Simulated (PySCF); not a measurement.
A PySCF script (with the pyscf-properties extension) for the NMR shieldings of `C1N(C2CCC2)C1`, C₆H₁₁N, on a GFN2-xTB geometry:

```python
import basis_set_exchange as bse
import numpy as np
from pyscf import gto, dft
from pyscf.prop import nmr

atoms = """
C     2.209702   -0.428222    0.315685
C     1.042569   -1.157991   -0.365337
C     0.057764   -0.179426    0.300600
N    -0.846712    0.463529   -0.612362
C    -2.141400   -0.131612   -0.819479
C    -1.999230    1.133170   -0.067842
C     1.249091    0.694565    0.733957
H     2.614842   -0.976358    1.163764
H     3.027510   -0.132119   -0.336792
H     1.040693   -1.043027   -1.446192
H     0.915166   -2.208400   -0.113277
H    -0.468057   -0.630567    1.159127
H    -2.396330   -1.029363   -0.264626
H    -2.503223   -0.113127   -1.837714
H    -2.156287    1.108509    1.006222
H    -2.258776    2.070131   -0.539835
H     1.270854    0.985578    1.781775
H     1.333065    1.581048    0.110673
"""
names = dict.fromkeys(["C", "N", "H"], "pcSseg-1")
basis = {el: gto.basis.parse(bse.get_basis(n, elements=[el], fmt="nwchem")) for el, n in names.items()}
mol = gto.M(atom=atoms, basis=basis, charge=0, verbose=0)
mf = dft.RKS(mol, xc="PBE0")
mf.grids.level = 2
mf.grids.alignment = dft.numint.BLKSIZE   # the property module wants whole blocks of grid points
mf.conv_tol = 1e-9
mf.kernel()

calc = nmr.RKS(mf)   # GIAO
C = mf.mo_coeff
Co = C[:, mf.mo_occ > 0]
resp = mf.gen_response(singlet=True, hermi=2)
def vind(x):   # induced exchange potential for any number of trial vectors
    d = np.einsum("pi,xij,qj->xpq", C, 2 * x.reshape(-1, C.shape[1], Co.shape[1]), Co, optimize=True)
    return np.einsum("xpq,pi,qj->xij", resp(d - d.transpose(0, 2, 1)), C, Co, optimize=True).ravel()
mo1, _ = nmr.rhf.solve_mo1(calc, with_cphf=vind)
sigma = calc.kernel(mo1)
for i, s in enumerate(sigma):   # ppm
    print("%2d %-2s %9.2f" % (i, mol.atom_pure_symbol(i), np.trace(s) / 3))
```

**Question.** What does it print?

**Answer.** 
```
 0 C     172.21
 1 C     158.47
 2 C     122.58
 3 N     221.62
 4 C     161.30
 5 C     161.31
 6 C     158.46
 7 H      29.92
 8 H      29.78
 9 H      29.44
10 H      29.57
11 H      29.95
12 H      30.90
13 H      30.23
14 H      30.91
15 H      30.23
16 H      29.57
17 H      29.44
```

These numbers come from an equivalent density-fitted implementation of the same equations, which agrees with the script to about 0.01 ppm for H and up to a few tenths of a ppm for heavy atoms, so last digits may differ.

**Question.** Turn these shieldings into chemical shifts. Referencing at the same level of theory: $^{13}$C (186.93 ppm), $^{1}$H (31.72 ppm) vs TMS; $^{15}$N (267.73 ppm) against NH3.

**Answer.** Averaging equivalent atoms: C 2: 64.3; C 1/6: 28.5; C 4/5: 25.6; C 0: 14.7; N 3: 46.1; H 9/17: 2.27; H 10/16: 2.15; H 8: 1.93; H 7: 1.80; H 11: 1.77; H 12/13/14/15: 1.15 ppm. Experimental scales use liquid or dissolved standards, which lie at an offset from isolated NH3 (liquid NH3: subtract about 20 ppm).

Size and cost of the density-fitted run: 174 basis functions, 43 s wall time on 1 thread of an x86-64 server CPU, shared host.
